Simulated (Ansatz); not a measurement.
One change: `CC(C)=CBr` becomes `CC=C(C)C`.

Ansatz, PBE0-D4/def2-TZVP geometries, multiplicity 1. 

Scalar relativity is left out up to krypton. Spin–orbit coupling is left out; it splits and shifts lone-pair levels of the heavy atoms by tenths of an eV.

| property | `CC(C)=CBr` |
| --- | --- |
| HOMO–LUMO gap (ωB97M-V/def2-TZVPP) / eV | 11.19 |
| size of the dipole moment (PBE/def2-TZVPP) / D | 1.99 |
| HOMO energy (PBE/def2-TZVPP) / eV | -5.71 |
| LUMO energy (PBE/def2-TZVPP) / eV | -0.83 |
| ideal-gas entropy at 298 K and 1 bar (rigid rotor, harmonic PBE0-D4/def2-TZVP) / J/(mol·K) | 341 |
| HOMO–LUMO gap (PBE0/def2-TZVPP) / eV | 6.97 |

Problem. Give the same properties after the change, and the shifts. (An estimate is asked.)

Solution. Ansatz gave: 
| property | `CC=C(C)C` | shift |
| --- | --- | --- |
| HOMO–LUMO gap (ωB97M-V/def2-TZVPP) / eV | 11.55 | 0.36 |
| size of the dipole moment (PBE/def2-TZVPP) / D | 0.21 | -1.78 |
| HOMO energy (PBE/def2-TZVPP) / eV | -5.51 | 0.20 |
| LUMO energy (PBE/def2-TZVPP) / eV | -0.18 | 0.65 |
| ideal-gas entropy at 298 K and 1 bar (rigid rotor, harmonic PBE0-D4/def2-TZVP) / J/(mol·K) | 332 | -9 |
| HOMO–LUMO gap (PBE0/def2-TZVPP) / eV | 7.45 | 0.48 |

With PBE0 the HOMO rises by 0.22 eV and the LUMO rises by 0.70 eV, so the gap widens by about 0.48 eV. PBE moves the HOMO by 0.20 eV and ωB97M-V by 0.15 eV. The zero-point energy changes by 98.4 kJ/mol with +9 modes. Dipoles are sizes alone; their direction can turn.
